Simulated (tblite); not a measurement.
Compound: C4H5FO3Si (charge -1 and doublet state).
Cartesian coordinates in Å at the GFN2-xTB level; atoms count from 1:
```
atom  x, y, z in Å
O1     0.2985   -2.2882   -0.2387
C2    -0.2503   -1.1727   -0.2597
O3    -1.6690   -1.1350   -0.3919
C4    -2.2171    0.0350    0.1137
O5    -1.7251    1.2000   -0.4568
C6    -0.3162    1.2523   -0.3245
C7     0.4011    0.0689   -0.1514
Si8    2.2102   -0.1403    0.1025
F9     2.9151    1.3314    0.3209
H10   -3.2943    0.0004   -0.0988
H11   -2.0629    0.0689    1.2165
H12    0.0663    2.2475   -0.1837
H13    2.6226   -0.8153    1.3400
H14    3.0204   -0.6534   -1.0105
```

Level: GFN2-xTB in tblite, geometry and Hessian alike; calculated harmonic values, unscaled, isolated species. This tight-binding method is rough: wavenumbers can miss measured ones by several per cent, in bad cases by 10 to 20. Modes of hydrogen on silicon can be 10 to 20 % off. One conformer, not necessarily the lowest. Open shells enter through the occupations alone, without spin polarisation, and single modes of such species can be off by tens of per cent.

Harmonic wavenumbers (cm⁻¹): 59.6, 82.1, 115.5, 142.3, 185.2, 276.3, 327.7, 355.2, 393.4, 466.9, 499.6, 508.7, 601.2, 608.9, 632.0, 709.6, 748.8, 780.1, 818.1, 921.5, 964.9, 1018.1, 1061.9, 1125.2, 1176.6, 1272.6, 1289.7, 1362.7, 1427.7, 1467.4, 1639.2, 2147.9, 2200.6, 2710.6, 2913.5, 3084.9.

A = 2482, B = 1015, C = 740.3 MHz; mass 147.999 u (most abundant isotopes); point group C1, symmetry number 1; spin multiplicity 2.

**Question.** What is the zero-point energy?

**Answer.** Half the sum of the wavenumbers: 18048 cm⁻¹ = 215.90 kJ/mol.

**Question.** Give the ideal-gas entropy at 500 K and 1 bar in the rigid-rotor, harmonic-oscillator model (classical rotation).

**Answer.** Translation 181.93, rotation 130.02, vibration 186.58, spin (R ln 2) 5.76: S = 504.3 J/(mol K).

**Question.** And Cp and H(500 K) − H(0)?

**Answer.** Cp = 209.53 J/(mol K), of which vibrations give 176.28 (their classical limit is 36 R = 299.3); H(500 K) − H(0) = 64.70 kJ/mol without the zero-point energy, 48.07 from vibrations.

**Question.** What must be added to the electronic energy to get the Gibbs energy at 500 K and 1 bar?

**Answer.** ZPE + [H(500 K) − H(0)] − T·S = 215.90 + 64.70 − 252.15 = 28.45 kJ/mol.

**Question.** How do the functions run with temperature in this model?

**Answer.** 
```csv
T (K),S (J/(mol K)),Cp (J/(mol K)),H − H(0) (kJ/mol),G − H(0) (kJ/mol),ln q(vib)
150,328.0,94.2,9.39,-39.82,2.53
250,385.7,134.5,20.85,-75.58,4.92
298.15,410.9,152.1,27.76,-94.77,6.09
400,460.3,184.4,44.95,-139.18,8.53
600,544.3,229.3,86.68,-239.91,13.15
900,645.5,268.2,161.92,-419.01,19.43
```

q(vib) and H(0) count from the zero-point level.

Hindered rotation and anharmonicity are outside this model. Other conformers, if any are populated, would add a mixing term that is left out. The structure is chiral; the term R ln 2 for an equal mix with its mirror image is left out.
